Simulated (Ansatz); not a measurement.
Reaction (ligand exchange at a B–C bond): `CCB(F)F` + HBr → `FB(F)Br` + `CC`

Gas-phase electronic energies from Ansatz, PBE0-D4/def2-TZVP geometries. CBS: MP2 limit from def2 TZ/QZ plus the TZ coupled-cluster correction, frozen cores. This one scheme is used for every species. DFT in def2-TZVPP. For Br outer-core shells are correlated without core-valence functions, which leaves a few kJ/mol of doubt a bond. Scalar relativity is left out up to krypton. Each species was taken in one conformer, which may not be the lowest.

`CCB(F)F`:

Z-matrix (Å, degrees):
```
C
C 1 1.523
H 1 1.092 2 111.4
H 1 1.092 2 111.4 3 120.3
H 1 1.092 2 111.3 3 -119.4
B 2 1.558 1 115.9 3 59.9
H 2 1.098 1 111.0 3 -62.7
H 2 1.098 1 110.9 3 -177.7
F 6 1.324 2 121.4 1 -179.3
F 6 1.323 2 122.8 1 0.8
```

HBr:

Z-matrix (Å, degrees):
```
Br
H 1 1.420
```

`FB(F)Br`:

Z-matrix (Å, degrees):
```
B
F 1 1.309
Br 1 1.903 2 120.4
F 1 1.309 2 119.2 3 180.0
```

`CC`:

```xyz
8

C     0.625   -0.238    0.359
C    -0.625    0.238   -0.359
H     1.530    0.128   -0.131
H     0.648    0.112    1.394
H     0.682   -1.329    0.381
H    -1.530   -0.128    0.131
H    -0.648   -0.112   -1.394
H    -0.683    1.329   -0.380
```

(1) Is it downhill or uphill in electronic energy at CCSD(T)/CBS, and by how much? (Estimate.)

(2) What do these levels give: r2SCAN0-D4, r2SCAN, PBE0, RPA@PBE/def2-TZVPP, HF/def2-TZVPP, CCSD(T)/def2-TZVPP? (An estimate is asked.)

Largest T1 diagnostic among the species: 0.011.

Answers

(1) Computed: Downhill: ΔE = -55.5 kJ/mol.

(2) Computed: r2SCAN0-D4 -57.3, r2SCAN -59.3, PBE0 -57.1, RPA@PBE/def2-TZVPP -54.7, HF/def2-TZVPP -57.0, CCSD(T)/def2-TZVPP -55.2 kJ/mol.

From BLYP to BHLYP (50 % exact exchange), in def2-TZVPP and without D4, ΔE moves by +3.6 kJ/mol. Leaving LDA and LC-ωPBE aside and taking each functional with its dispersion term where it has one, the values, not all of them listed here, spread over 6.8 kJ/mol, from revPBE-D4 to CAM-B3LYP-D4. LDA lies +7.5 kJ/mol from PBE without D4.
